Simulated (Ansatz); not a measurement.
F2H6N2OSi2, SMILES `N[SiH](O)[Si](N)(F)F`. Charge 0, multiplicity 1. Geometry: relaxed with PBE0-D4/def2-TZVP. It is one conformer, not always the lowest.

```xyz
13

N    -2.010    0.538   -0.871
Si   -0.986   -0.633   -0.175
O    -0.239   -1.701   -1.196
Si    0.669    0.613    0.921
N     2.199   -0.036    0.590
F     0.677    2.129    0.403
F     0.369    0.771    2.483
H    -2.919    0.335   -1.251
H    -1.693    1.465   -1.096
H    -1.778   -1.530    0.696
H     0.349   -1.328   -1.856
H     3.058    0.408    0.872
H     2.305   -1.031    0.480
```

**Question.** What is the dipole moment at PBE/def2-TZVPP? (An estimate is asked.)

**Answer.** Ansatz gave: 2.25 D, with components (0.84, -0.32, -2.06) D in this frame, pointing from negative to positive charge.

**Question.** And with r2SCAN, B3LYP, ωB97M-V? (An estimate is asked.)

**Answer.** Computed: r2SCAN 2.28 D, B3LYP 2.24 D, ωB97M-V 2.25 D.

**Question.** Give the Mulliken charges with PBE, r2SCAN, B3LYP in def2-TZVPP. (Estimate.)

**Answer.** The calculation gave: 
```tsv
atom	PBE	r2SCAN	B3LYP
N1	-0.37	-0.45	-0.39
Si2	0.30	0.43	0.40
O3	-0.34	-0.40	-0.38
Si4	0.62	0.75	0.74
N5	-0.38	-0.45	-0.39
F6	-0.29	-0.33	-0.33
F7	-0.27	-0.32	-0.32
H8	0.15	0.16	0.14
H9	0.16	0.17	0.15
H10	-0.08	-0.09	-0.09
H11	0.18	0.20	0.18
H12	0.15	0.16	0.14
H13	0.16	0.17	0.15
```

B3LYP here is the variant with VWN-RPA as its local correlation; programs differ in this.
